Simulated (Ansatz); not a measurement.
One geometry of InGaN2, several levels of theory.

```yaml
crystal:
  periodic: [false, false, false]
  atoms:
    - {symbol: Ga, position_ang: [-0.000983, 2.162090, -0.153095]}
    - {symbol: In, position_ang: [0.001039, -2.294604, 0.162481]}
    - {symbol: N, position_ang: [-0.597996, 0.054900, -0.161239]}
    - {symbol: N, position_ang: [0.597949, 0.077614, 0.151853]}
basis:
  gaussian: {orbitals: def2-TZVP, initial_orbitals: start.molden}
correlation: {method: mp2}
scf: {omitted_lower_state_checks: [starts]}
output: {orbitals: {seedname: orbitals}}
```

The file start.molden holds the orbitals of an earlier run on this structure, at another level or in another basis.

```sh
$ ansatz run in.yaml --threads 2 --pin off --events-out ev --progress --plain --max-ram 4352MiB
```

Shortened log:

```
Functional definition: HF
1207 factors; integrals over basis functions are off by at most 7.6e-4 eV
mean field evaluation 1: about -60445.4703 eV, gradient 2.9e1 eV
mean field evaluation 2: about -60446.4411 eV, gradient 1.2e0 eV
mean field evaluation 4: about -60446.6499 eV, gradient 4.0e-2 eV
mean field evaluation 8: about -60446.6499 eV, gradient 2.1e-6 eV
mean field -60446.64991874 eV, -2221.3734123027 hartree, gradient 4.6e-6 eV, S^2 0.000000; 0 other end points of the search recorded, 0 dependent functions left out
15 core orbitals not correlated: weight in the atoms' cores, before any rotation towards them, 1.000 or more for the frozen orbitals, at most 0.000 for the correlated occupied ones
reference -60446.64991874 eV, -2221.3734123027 hartree; 18, 18 occupied and 127, 127 virtual orbitals, 1207 factors
second order -23.81799514 eV of doubles, -0.00000000 eV of singles
Total energy: -60470.46791388 eV, -2222.2487074799 hartree
Checks for a lower state left out: starts
```

It took 2.8 s on 2 threads of Intel Xeon Platinum 8488C on a shared host.

First input, but with `hamiltonian: {xc: pbe, dispersion: d4}` and without the key `correlation` (abridged; 1.4 s):

```
Functional definition: PBE
mean field -60521.73501762 eV, -2224.1327387920 hartree, gradient 9.3e-6 eV, S^2 0.000000
Total energy: -60521.87647139 eV, -2224.1379371223 hartree
Checks for a lower state left out: starts
```

First input, but with `hamiltonian: {xc: {name: LC-wPBE}}` and without the key `correlation` (abridged; 2.5 s):

```
Functional definition: LC-wPBE
mean field -60523.21082964 eV, -2224.1869738834 hartree, gradient 2.3e-5 eV, S^2 0.000000
Total energy: -60523.21082964 eV, -2224.1869738836 hartree
Checks for a lower state left out: starts
```

As the first input, with `gaussian: {orbitals: def2-TZVPD, initial_orbitals: start.molden}`, `hamiltonian: {xc: pbe0, dispersion: d4}` and without the key `correlation` (abridged; 3.4 s):

```
Functional definition: PBE0
mean field -60522.10446857 eV, -2224.1463158640 hartree, gradient 1.1e-5 eV, S^2 0.000000
Total energy: -60522.22495919 eV, -2224.1507438128 hartree
Checks for a lower state left out: starts
```

The first input with `gaussian: {orbitals: def2-TZVPP, initial_orbitals: start.molden}`, `correlation: {method: ccsd_t}` (abridged; 36 s):

```
Functional definition: HF
mean field -60446.64991874 eV, -2221.3734123027 hartree, gradient 4.6e-6 eV, S^2 0.000000
15 core orbitals not correlated: weight in the atoms' cores, before any rotation towards them, 1.000 or more for the frozen orbitals, at most 0.000 for the correlated occupied ones
second order -23.81799514 eV of doubles, -0.00000000 eV of singles
cycle   1  -22.29074011 eV  change     1.5e0 eV  update   1.7e-1
cycle   2  -23.18846691 eV  change   -9.0e-1 eV  update   6.0e-2
cycle   3  -23.38428612 eV  change   -2.0e-1 eV  update   3.5e-2
cycle   4  -23.35769058 eV  change    2.7e-2 eV  update   1.3e-2
cycle   5  -23.35512247 eV  change    2.6e-3 eV  update   7.3e-3
cycle   6  -23.35867119 eV  change   -3.5e-3 eV  update   3.0e-3
cycle   7  -23.35803720 eV  change    6.3e-4 eV  update   1.4e-3
cycle   8  -23.35764592 eV  change    3.9e-4 eV  update   5.8e-4
cycle   9  -23.35770108 eV  change   -5.5e-5 eV  update   3.1e-4
cycle  10  -23.35760202 eV  change    9.9e-5 eV  update   1.5e-4
cycle  11  -23.35757096 eV  change    3.1e-5 eV  update   7.6e-5
cycle  12  -23.35762409 eV  change   -5.3e-5 eV  update   3.0e-5
cycle  13  -23.35763259 eV  change   -8.5e-6 eV  update   8.9e-6
perturbative correction -1.21052938 eV, -0.0444861342 hartree
Total energy: -60471.21808071 eV, -2222.2762756022 hartree
Checks for a lower state left out: starts
```

First input, but with `gaussian: {orbitals: def2-SVP, initial_orbitals: start.molden}`, `hamiltonian: {xc: pbe0, dispersion: d4}` and without the key `correlation` (abridged; 1.3 s):

```
Functional definition: PBE0
mean field -60511.78804481 eV, -2223.7671942836 hartree, gradient 2.1e-5 eV, S^2 0.000000
Total energy: -60511.90852861 eV, -2223.7716219816 hartree
Checks for a lower state left out: starts
```

The first input with `gaussian: {orbitals: def2-TZVPD, initial_orbitals: start.molden}`, `hamiltonian: {xc: r2scan, dispersion: d4}` and without the key `correlation` (abridged; 3.6 s):

```
Functional definition: r2SCAN
mean field -60532.46703733 eV, -2224.5271332419 hartree, gradient 2.5e-5 eV, S^2 0.000000
Total energy: -60532.49513769 eV, -2224.5281659112 hartree
Checks for a lower state left out: starts
```

Geometry: PBE-D4/def2-SVP.

In the def2 sets In takes a core potential; there is no spin–orbit coupling. LC-ωPBE has ω = 0.4 bohr⁻¹. Correlated methods freeze 15 core orbitals; core or outer-core shells of Ga, In are correlated, in sets that lack core-valence functions. At CCSD(T)/def2-TZVPP T1 of the charge 0 singlet is large (up to 0.022), so the single-reference result is doubtful. The structure comes from a short search, and lower isomers may exist.
